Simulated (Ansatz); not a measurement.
`[CH3][Al]([NH2])[Br]` + HBr → `[NH2][Al]([Br])[Br]` + CH₄ at 400 K and 1 bar (ligand exchange at the Al–C bond).

Computed with Ansatz on PBE0-D4/def2-TZVP structures; ΔE is electronic, products minus reactants. CCSD(T)/CBS is the MP2 limit (def2-TZVPP, def2-QZVPP) plus CCSD(T) − MP2 in def2-TZVPP, frozen cores. This one scheme is used for every species. For Br outer-core shells are correlated without core-valence functions, which leaves a few kJ/mol of doubt a bond. Scalar relativity is left out up to krypton. One conformer a species, not always the lowest.

```json
{"species": "`[CH3][Al]([NH2])[Br]`", "CCSD(T)/CBS energy (Eh)": "-2911.22635", "H − E (kJ/mol)": "197.0", "S (J/(mol·K))": "388.1"}
{"species": "HBr", "CCSD(T)/CBS energy (Eh)": "-2573.91920", "H − E (kJ/mol)": "27.6", "S (J/(mol·K))": "207.2"}
{"species": "`[NH2][Al]([Br])[Br]`", "CCSD(T)/CBS energy (Eh)": "-5444.74521", "H − E (kJ/mol)": "102.7", "S (J/(mol·K))": "373.5"}
{"species": "CH₄", "CCSD(T)/CBS energy (Eh)": "-40.46206", "H − E (kJ/mol)": "131.3", "S (J/(mol·K))": "197.2"}
```

H − E and S are ideal-gas, rigid-rotor, harmonic terms from PBE0-D4/def2-TZVP, for one conformer and one mirror image of each species. 1 Eh = 2625.50 kJ/mol, R = 8.31446 J/(mol·K).

Question: By hand: ΔE, ΔH, ΔS and ΔG.

Answer: ΔE = (-5444.74521) + (-40.46206) − (-2911.22635) − (-2573.91920) = -0.06172 Eh = -162.0 kJ/mol. Δ(H − E) = 102.7 + 131.3 − 197.0 − 27.6 = 9.4, so ΔH = -152.6 kJ/mol. ΔS = 373.5 + 197.2 − 388.1 − 207.2 = -24.6 J/(mol·K). ΔG = -152.6 − 400 × (-24.6)/1000 = -142.8 kJ/mol.

Question: By hand: the equilibrium constant, and the temperature at which ΔG would vanish if ΔH and ΔS stayed fixed.

Answer: log₁₀ K = −ΔG/(RT ln 10) = 18.6. ΔG = 0 at ΔH/ΔS = 6203 K, far beyond where these terms or the molecules hold.

ΔH outweighs TΔS. A doubt of 5 kJ/mol in ΔE shifts log₁₀ K by 0.7 here. Other conformers and mirror images would add mixing entropy, several J/(mol·K) or more a flexible species. Modes under 60 cm⁻¹, often nearly free rotors, make the harmonic entropy too high. These are equilibria of isolated gas molecules and say nothing of rates. Largest T1 diagnostic: 0.008 (customary marks: 0.02 for closed shells, 0.045 for open ones).
